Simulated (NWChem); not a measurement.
System: AlH₃O; SMILES [AlH2][OH]

```xyz
5

Al    -0.0068     0.6019     0.0000
H      1.3959     1.3482     0.0000
H     -1.4080     1.3329     0.0000
O     -0.0721    -1.1009     0.0000
H      0.6777    -1.6978     0.0000
```
Atoms are numbered in this order, from 1.

Results from NWChem. Pople sets run with spherical d functions. The geometry was optimised at PBE0/def2-SVP. Ions are spin-unrestricted doublets at the neutral geometry; other ion states weren't tried.

What does the run give for r2SCAN/6-31+G*? Quantities: vertical ionisation energy, ΔSCF (eV); −ε(HOMO) (eV).

The vertical ionisation energy, ΔSCF (eV) is 10.68 and the −ε(HOMO) (eV) comes out as 7.38.
